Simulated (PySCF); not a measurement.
**Correlation energy of Er (erbium, neutral)**

[Xe] 4f12 6s1 6p1, one real determinant (an excited configuration). Computed with PySCF 2.14 in cc-pVDZ-X2C, with the spin-free X2C one-electron Hamiltonian (Gaussian nucleus). Frozen: [Kr] 4d10; 22 electrons correlated.

```json
{"level": "CCSD", "correlation energy (mhartree)": "-757.52"}
{"level": "(T)", "correlation energy (mhartree)": "-28.88"}
{"level": "CCSD(T)", "correlation energy (mhartree)": "-786.40"}
```

Diagnostics: T1 = 0.020, D1 = 0.0700, largest double amplitude 0.045.

The real determinant used has ⟨L²⟩ near 26 against 42 for a pure I term, so it mixes terms. Spin-orbit coupling, absent here, splits the open shell strongly.

Cost of the coupled-cluster step: of the order of 29 core-seconds, for 22 correlated electrons.

The basis was made for the ground configuration and has no added diffuse functions, which can raise the energy of the promoted electron.

The reference is one real determinant that mixes LS terms of this configuration.
